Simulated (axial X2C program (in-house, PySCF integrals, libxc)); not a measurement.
## Potential curves of GeH, with spin–orbit coupling

All values were computed with an axial X2C code built on PySCF integrals. Two-component (2c) means X2C with spin–orbit coupling and atomic mean-field two-electron Coulomb and Gaunt terms. Basis: Ge dyall-cv3z [9s9p7d4f1g], H dyall-v3z [6s2p1d] (cores contracted in-house); Gaussian nuclei, density fitting, unrestricted open shells. Masses: Ge 73.921 u, H 1.008 u.

State: Ω = 1/2 (⟨Sz⟩ = -0.50, ⟨Lz⟩ = 1.00 at HF). Energies in eV from the lowest point of each curve. Fits are polynomials in 1 − R0/R over 0.85 to 1.23 times the lowest point R0.

| R (Å) | CCSD(T) | HF | r2SCAN0 | CCSD |
| --- | --- | --- | --- | --- |
| 1.3903 |  | 0.3592 | 0.3467 |  |
| 1.4542 | 0.1395 | 0.1454 | 0.1411 | 0.1357 |
| 1.5021 | 0.0522 | 0.0532 | 0.0522 | 0.0494 |
| 1.5501 | 0.0085 | 0.0075 | 0.0079 | 0.0069 |
| 1.5980 | 0.0000 | 0.0000 | 0.0000 | 0.0000 |
| 1.6539 | 0.0257 | 0.0301 | 0.0278 | 0.0279 |
| 1.7099 | 0.0819 | 0.0935 | 0.0873 | 0.0865 |
| 1.7818 | 0.1872 | 0.2119 | 0.1990 | 0.1953 |
| 1.8697 |  | 0.3970 | 0.3739 |  |
| 1.9975 |  | 0.7132 | 0.6742 |  |

Correlated methods: 15 electrons correlated (number of frozen shells: Ge 3 s, 2 p; H none), 167 virtual spin orbitals or spinors in MP2, 90 natural virtuals in coupled cluster.

One determinant describes the state; a PBE0 search over occupations chose it and may have missed a lower one. Density functionals use the spin component along the axis (collinear). Coupled cluster ran in a truncated set of natural virtual spinors; the MP2 energy of the rest was added. (T) has no such correction and the atoms are truncated less, which lowers De at CCSD(T) by a hundredth of an eV or more. The functionals have no current-density term, which raises determinants with orbital currents, atoms included. Coupled cluster ran on the points near the minimum only. MP2 and coupled cluster on one determinant become unreliable at the stretched end.

(1) Fit the CCSD(T) curve near its minimum: give the equilibrium distance and the harmonic wavenumber.

(2) Fit the HF curve near its minimum: give the equilibrium distance and the harmonic wavenumber.

(3) What are Re and ωe at the r2SCAN0 level?

(4) What are Re and ωe at the CCSD level?

Answers

(1) At CCSD(T), 2c: Re = 1.587 Å, ωe ≈ 1880 cm⁻¹; Be follows as 6.73 cm⁻¹.

(2) At HF, 2c: Re = 1.584 Å, ωe ≈ 1980 cm⁻¹; Be follows as 6.75 cm⁻¹.

(3) At r2SCAN0, 2c: Re = 1.585 Å, ωe ≈ 1930 cm⁻¹; Be follows as 6.75 cm⁻¹.

(4) At CCSD, 2c: Re = 1.584 Å, ωe ≈ 1900 cm⁻¹; Be follows as 6.76 cm⁻¹.
